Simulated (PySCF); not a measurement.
## A small calculation by hand: dipole moment from atomic charges

2-chloroprop-1-ene (C3H5Cl), SMILES C(Cl)(=C)C. Atoms are numbered in the order given.

```xyz
9

C      1.3718    -0.9642     0.0000
C      0.1333    -0.4420     0.0000
C     -1.1578    -1.2004     0.0000
Cl    -0.0794     1.3057     0.0000
H      2.2681    -0.3289     0.0000
H      1.4997    -2.0571     0.0000
H     -1.7657    -0.9404     0.8914
H     -0.9708    -2.2915     0.0000
H     -1.7657    -0.9404    -0.8914
```

The structure is a stationary point at PBE-D3(BJ)/def2-SVP.

Charges (e) from CAM-B3LYP/def2-TZVP run with PySCF:

```json
[
 {"atom": "C1", "Mulliken": "-0.318", "ESP fit": "-0.572"},
 {"atom": "C2", "Mulliken": "0.105", "ESP fit": "0.303"},
 {"atom": "C3", "Mulliken": "-0.343", "ESP fit": "-0.541"},
 {"atom": "Cl4", "Mulliken": "-0.112", "ESP fit": "-0.139"},
 {"atom": "H5", "Mulliken": "0.143", "ESP fit": "0.214"},
 {"atom": "H6", "Mulliken": "0.130", "ESP fit": "0.224"},
 {"atom": "H7", "Mulliken": "0.137", "ESP fit": "0.167"},
 {"atom": "H8", "Mulliken": "0.122", "ESP fit": "0.176"},
 {"atom": "H9", "Mulliken": "0.137", "ESP fit": "0.167"}
]
```

The dipole moment of the full density is 1.65 D.

**Question.** What dipole moment does each set of point charges give, and which comes closer to that of the density?

**Answer.** 
μ = Σ q r, and 1 e Å = 4.8032 D.
Mulliken: Σ q r = (-0.099, -0.326, 0.000) e Å, |μ| = 1.64 D.
ESP fit: Σ q r = (-0.046, -0.363, 0.000) e Å, |μ| = 1.76 D.
Mulliken comes closer in size. Point charges leave out the atoms' own dipoles (lone pairs, polarised bonds); fits to the potential absorb them, partitions of the density don't.
